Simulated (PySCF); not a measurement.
Computed shifts of a molecule C2H6O2Si, PySCF with PBE/pcSseg-1, GIAO, gas phase, atoms alike by connectivity averaged where their shifts nearly agree, in ppm (number of nuclei): ²⁹Si: 0.2 (1). ¹³C: 81.1 (2). ¹H: 6.12 (1), 4.91 (2), 4.60 (2), 2.62 (1). References: ¹⁷O against H2O (σ = 334.3 ppm); ²⁹Si against TMS (σ = 335.4 ppm); ¹³C against TMS (σ = 182.0 ppm); ¹H against TMS (σ = 31.49 ppm), references at their B3LYP-D3(BJ)/def2-TZVP geometries, non-relativistic. The structure is a stationary point at PBE0-D3(BJ)/def2-SVP. One conformer was computed; it need not be the lowest.

Q: Pick the molecule that these values belong to.
A) C1CO[SiH2]O1
B) C1OC[SiH2]O1
C) O[SiH]1COC1
D) O[Si@H]1CCO1

A: C, O[SiH]1COC1
